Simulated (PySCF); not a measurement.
# Basis-set dependence of population analyses: `C=C(C)[SiH](O)O`

C₃H₈O₂Si.
Z-matrix (Å and degrees, PBE0-D3(BJ)/def2-SVP geometry), rows numbered from 1:
```
C 
C   1  1.3405
C   2  1.5004  1  123.17
Si  2  1.8619  1  117.85  3   179.22
O   4  1.6654  2  111.53  1    -3.98
O   4  1.6585  2  105.70  1  -122.87
H   1  1.0945  2  121.18  3  -178.64
H   1  1.0975  2  121.84  3     0.44
H   3  1.1024  2  110.44  1   119.15
H   3  1.1011  2  111.92  1    -1.87
H   3  1.1033  2  111.30  1  -122.97
H   4  1.5002  2  111.77  1   116.84
H   5  0.9604  4  116.48  2   101.13
H   6  0.9614  4  116.82  2  -179.29
```

PBE0 throughout (PySCF), one geometry, spherical d and f functions. One conformer (not necessarily the lowest) at the PBE0-D3(BJ)/def2-SVP geometry, without solvent, vibrations or thermal averaging. Atoms taken as equivalent share a column and are averaged. The first 7 of 10 kinds of atom are listed.

Mulliken charges (e):

```csv
basis,functions,C1,C2,C3,Si4,O5/O6,H7,H8
STO-3G,42,-0.178,-0.177,-0.242,+0.878,-0.450,+0.075,+0.071
6-31G,74,-0.330,-0.224,-0.536,+1.136,-0.793,+0.176,+0.157
pcSseg-0,74,-0.335,-0.680,-0.636,+1.508,-0.834,+0.218,+0.216
6-31G*,104,-0.403,-0.050,-0.586,+0.853,-0.739,+0.182,+0.164
cc-pVDZ,128,-0.006,-0.313,-0.032,+0.615,-0.353,+0.041,+0.033
def2-SVP,128,-0.059,-0.369,-0.011,+0.767,-0.412,+0.049,+0.041
aug-cc-pVDZ,214,+0.754,+0.440,+0.163,+0.908,-0.738,-0.511,-0.478
"6-311+G(2d,p)",218,-0.439,+0.250,-0.814,+1.168,-0.681,+0.149,+0.113
def2-TZVP,240,-0.281,-0.060,-0.391,+0.567,-0.530,+0.143,+0.118
cc-pVTZ,296,-0.268,-0.060,-0.279,+0.502,-0.358,+0.117,+0.107
IGLO-III,299,-0.236,-0.166,-0.476,+1.259,-0.638,+0.098,+0.090
```

IAO charges (e):

| basis | functions | C1 | C2 | C3 | Si4 | O5/O6 | H7 | H8 |
| --- | --- | --- | --- | --- | --- | --- | --- | --- |
| STO-3G | 42 | -0.257 | -0.269 | -0.395 | +1.102 | -0.585 | +0.126 | +0.124 |
| 6-31G | 74 | -0.295 | -0.256 | -0.432 | +1.155 | -0.752 | +0.155 | +0.145 |
| pcSseg-0 | 74 | -0.275 | -0.285 | -0.419 | +1.189 | -0.738 | +0.147 | +0.138 |
| 6-31G* | 104 | -0.284 | -0.286 | -0.411 | +1.287 | -0.779 | +0.147 | +0.136 |
| cc-pVDZ | 128 | -0.291 | -0.278 | -0.412 | +1.273 | -0.776 | +0.148 | +0.137 |
| def2-SVP | 128 | -0.282 | -0.283 | -0.401 | +1.285 | -0.773 | +0.143 | +0.133 |
| aug-cc-pVDZ | 214 | -0.303 | -0.279 | -0.422 | +1.288 | -0.798 | +0.153 | +0.142 |
| 6-311+G(2d,p) | 218 | -0.301 | -0.289 | -0.424 | +1.319 | -0.806 | +0.153 | +0.142 |
| def2-TZVP | 240 | -0.301 | -0.291 | -0.424 | +1.333 | -0.806 | +0.152 | +0.141 |
| cc-pVTZ | 296 | -0.301 | -0.288 | -0.425 | +1.320 | -0.802 | +0.152 | +0.141 |
| IGLO-III | 299 | -0.303 | -0.290 | -0.425 | +1.330 | -0.809 | +0.154 | +0.142 |

Hirshfeld charges (e):

```tsv
basis	functions	C1	C2	C3	Si4	O5/O6	H7	H8
STO-3G	42	-0.076	-0.087	-0.038	+0.538	-0.283	+0.022	+0.020
6-31G	74	-0.089	-0.085	-0.093	+0.450	-0.331	+0.043	+0.044
pcSseg-0	74	-0.091	-0.081	-0.103	+0.474	-0.326	+0.037	+0.041
6-31G*	104	-0.087	-0.086	-0.093	+0.409	-0.309	+0.042	+0.042
cc-pVDZ	128	-0.093	-0.086	-0.107	+0.429	-0.298	+0.038	+0.040
def2-SVP	128	-0.095	-0.085	-0.111	+0.436	-0.302	+0.038	+0.041
aug-cc-pVDZ	214	-0.099	-0.096	-0.122	+0.458	-0.308	+0.041	+0.046
6-311+G(2d,p)	218	-0.095	-0.099	-0.115	+0.453	-0.309	+0.040	+0.045
def2-TZVP	240	-0.096	-0.092	-0.117	+0.442	-0.307	+0.040	+0.044
cc-pVTZ	296	-0.097	-0.089	-0.118	+0.444	-0.305	+0.039	+0.044
IGLO-III	299	-0.100	-0.091	-0.123	+0.447	-0.304	+0.039	+0.045
```

Some averages cover members that differ in this geometry, most widely: O5/O6, Mulliken in aug-cc-pVDZ -0.768 to -0.708 e.

**Question.** Which scheme is steadiest as the basis changes?

**Answer.** Largest range over the bases for any column: Hirshfeld 0.13 e, IAO 0.23 e, Mulliken 1.19 e. Hirshfeld charges move least and Mulliken charges most, counted in e. Without the minimal STO-3G basis the ranges are Hirshfeld 0.07, IAO 0.18, Mulliken 1.19 e.

**Question.** How much do the charges still move between the two largest bases, cc-pVTZ and IGLO-III?

**Answer.** At most, over all atoms: Mulliken 0.757 e, IAO 0.010 e, Hirshfeld 0.006 e.

**Question.** What do the same runs give for the total energy, the frontier levels and the dipole moment?

**Answer.** 
```json
{"basis": "STO-3G", "energy (Eh)": "-551.7982", "HOMO (eV)": "-4.13", "LUMO (eV)": "3.60", "μ (D)": "1.93"}
{"basis": "6-31G", "energy (Eh)": "-558.5546", "HOMO (eV)": "-7.36", "LUMO (eV)": "0.18", "μ (D)": "2.61"}
{"basis": "pcSseg-0", "energy (Eh)": "-557.7378", "HOMO (eV)": "-7.56", "LUMO (eV)": "0.05", "μ (D)": "2.40"}
{"basis": "6-31G*", "energy (Eh)": "-558.6814", "HOMO (eV)": "-7.24", "LUMO (eV)": "0.25", "μ (D)": "1.91"}
{"basis": "cc-pVDZ", "energy (Eh)": "-558.7195", "HOMO (eV)": "-7.35", "LUMO (eV)": "0.07", "μ (D)": "1.72"}
{"basis": "def2-SVP", "energy (Eh)": "-558.4236", "HOMO (eV)": "-7.41", "LUMO (eV)": "0.03", "μ (D)": "1.80"}
{"basis": "aug-cc-pVDZ", "energy (Eh)": "-558.7515", "HOMO (eV)": "-7.52", "LUMO (eV)": "-0.49", "μ (D)": "1.61"}
{"basis": "6-311+G(2d,p)", "energy (Eh)": "-558.8216", "HOMO (eV)": "-7.54", "LUMO (eV)": "-0.45", "μ (D)": "1.73"}
{"basis": "def2-TZVP", "energy (Eh)": "-558.8490", "HOMO (eV)": "-7.51", "LUMO (eV)": "-0.26", "μ (D)": "1.69"}
{"basis": "cc-pVTZ", "energy (Eh)": "-558.8395", "HOMO (eV)": "-7.48", "LUMO (eV)": "-0.18", "μ (D)": "1.60"}
{"basis": "IGLO-III", "energy (Eh)": "-558.8568", "HOMO (eV)": "-7.52", "LUMO (eV)": "-0.34", "μ (D)": "1.62"}
```

The dipole is fixed by the density alone, so its range of 1.01 D shows that the density itself changes with the basis, not only its division among atoms.
